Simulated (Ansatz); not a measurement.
Reaction (ligand exchange at a Ge–C bond): `N#[C][Ge]([Cl])([Cl])[C]#N` + H–F → `N#[C][Ge]([F])([Cl])[Cl]` + `C#N`

Program: Ansatz. Geometries: PBE0-D4/def2-TZVP. ΔE: electronic, gas phase. CCSD(T)/CBS adds triple-zeta CCSD(T) − MP2 to the extrapolated MP2 energy (def2 sets, frozen cores). This one scheme is used for every species. DFT in def2-TZVPP. HSE06 is defined as in plane-wave codes. For Ge outer-core shells are correlated without core-valence functions, which leaves a few kJ/mol of doubt a bond. Scalar relativity is left out up to krypton.

CCSD(T)/CBS gives -52.9 kJ/mol.

Problem. Another level gave -46.5 kJ/mol. Which?
A. HSE06-D4/def2-TZVPP
B. MP2/def2-TZVPP
C. B97M-V/def2-TZVPP
D. HF/def2-TZVPP

Solution. B. MP2/def2-TZVPP -46.5, HSE06-D4 -53.7, HF/def2-TZVPP -73.9, B97M-V -68.9 kJ/mol.

Largest T1 diagnostic among the species: 0.014.

The D4 term adds +6.1 kJ/mol with B3LYP and +3.6 kJ/mol with PBE0; it sums over pairs of atoms, weighted by their polarisabilities, and B3LYP, whose exchange is more repulsive, gets the larger term. In def2-TZVPP, CCSD(T) changes the Hartree–Fock value by +21.9 kJ/mol (the triples alone add +2.7 kJ/mol) and MP2 by +27.5 kJ/mol. From r2SCAN to r2SCAN0 (25 % exact exchange), in def2-TZVPP and without D4, ΔE moves by +3.5 kJ/mol.

CCSD(T)/CBS has its own doubt, a few kJ/mol and more with outer-core shells, so smaller differences from it don't rank the levels.

B3LYP here is the variant with VWN-RPA as its local correlation; programs differ in this.
